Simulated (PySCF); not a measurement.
Job file and geometry (Å, from GFN2-xTB) of an NMR shielding run on SMILES P(C(C)=O)(C)CO, C₄H₉O₂P, PySCF 2.14.0, density-fitted response routines, GIAO PBE0/pcSseg-1 NMR shielding, non-relativistic, gas phase; density fitting, a coarse starting grid and PySCF grid level 2 are the driver's defaults:

```
$ OMP_NUM_THREADS=1 python probes_run.py task.json out

{"job": {"kind": "nmr", "xc": "PBE0", "basis": "pcSseg-1"}, "charge": 0, "multiplicity": 1}
C      2.352955     0.181355     0.047346
C      1.046256    -0.551082     0.044892
O      0.864989    -1.597879     0.621416
P     -0.278269     0.200062    -1.037721
C     -0.769235     1.567157     0.112326
C     -1.653908    -1.008992    -0.601589
O     -1.869007    -1.166912     0.767356
H      2.994453    -0.170210     0.852583
H      2.837461    -0.017956    -0.908938
H      2.195929     1.254876     0.121026
H      0.054531     2.262909     0.249437
H     -1.600570     2.096316    -0.349894
H     -1.089101     1.155521     1.068981
H     -2.579068    -0.612656    -1.032772
H     -1.422713    -1.963160    -1.095348
H     -1.092301    -1.620405     1.129487
```

Problem. Write the output of this run.

Solution. 
```
coarse grid: 13720 points
cycle   1  E = -648.8765361014  dE =  8.301e-01  |g| = 9.300e-01  |ddm| = 3.516e+00
cycle   2  E = -648.4275706581  dE =  4.490e-01  |g| = 1.780e+00  |ddm| = 2.298e+00
cycle   3  E = -649.0296362075  dE = -6.021e-01  |g| = 2.438e-01  |ddm| = 1.851e+00
cycle   4  E = -649.0411660967  dE = -1.153e-02  |g| = 9.096e-02  |ddm| = 2.563e-01
cycle   5  E = -649.0425524387  dE = -1.386e-03  |g| = 2.447e-02  |ddm| = 7.955e-02
cycle   6  E = -649.0426835408  dE = -1.311e-04  |g| = 5.678e-03  |ddm| = 2.611e-02
cycle   7  E = -649.0426895244  dE = -5.984e-06  |g| = 1.633e-03  |ddm| = 5.202e-03
final grid: 127528 points
cycle   8  E = -649.1053694205  dE = -1.686e-05  |g| = 1.477e-02  |ddm| = 3.112e-02
cycle   9  E = -649.1052871904  dE =  8.223e-05  |g| = 2.556e-02  |ddm| = 2.777e-02
cycle  10  E = -649.1054100052  dE = -1.228e-04  |g| = 3.672e-03  |ddm| = 1.977e-02
cycle  11  E = -649.1054127134  dE = -2.708e-06  |g| = 2.624e-04  |ddm| = 2.849e-03
cycle  12  E = -649.1054127221  dE = -8.709e-09  |g| = 1.614e-04  |ddm| = 3.181e-04
cycle  13  E = -649.1054127271  dE = -5.080e-09  |g| = 2.640e-05  |ddm| = 1.472e-04
cycle  14  E = -649.1054127273  dE = -1.435e-10  |g| = 8.914e-06  |ddm| = 3.537e-05
converged SCF energy = -649.1054127273

GIAO shielding tensors (ppm)
atom      isotropic    diamagn.    paramagn.     s11        s22        s33       span
  0 C      152.472     252.245     -99.774    126.615    140.731    190.068     63.453
  1 C      -52.454     255.867    -308.321   -147.836   -101.278     91.752    239.588
  2 O     -375.421     402.814    -778.235  -1046.580   -408.157    328.475   1375.055
  3 P      329.091     968.500    -639.409    195.641    341.509    450.123    254.482
  4 C      179.902     253.281     -73.379    161.307    183.253    195.148     33.841
  5 C      123.446     248.736    -125.290     91.233    116.078    163.026     71.792
  6 O      331.979     392.059     -60.080    293.063    323.349    379.525     86.462
  7 H       29.667      28.857       0.810     26.473     27.402     35.126      8.653
  8 H       29.299      28.767       0.532     26.159     28.153     33.583      7.424
  9 H       28.975      31.067      -2.092     25.224     30.402     31.300      6.076
 10 H       30.623      31.482      -0.858     25.967     28.928     36.976     11.009
 11 H       30.593      30.401       0.192     26.310     27.054     38.415     12.105
 12 H       29.079      31.402      -2.322     23.668     29.011     34.559     10.891
 13 H       27.848      29.899      -2.051     22.712     27.173     33.661     10.949
 14 H       26.940      30.443      -3.503     22.063     26.831     31.926      9.863
 15 H       28.800      33.486      -4.686     17.080     26.804     42.515     25.436
```

Size and cost of the density-fitted run: 171 basis functions, about 80 core-seconds.
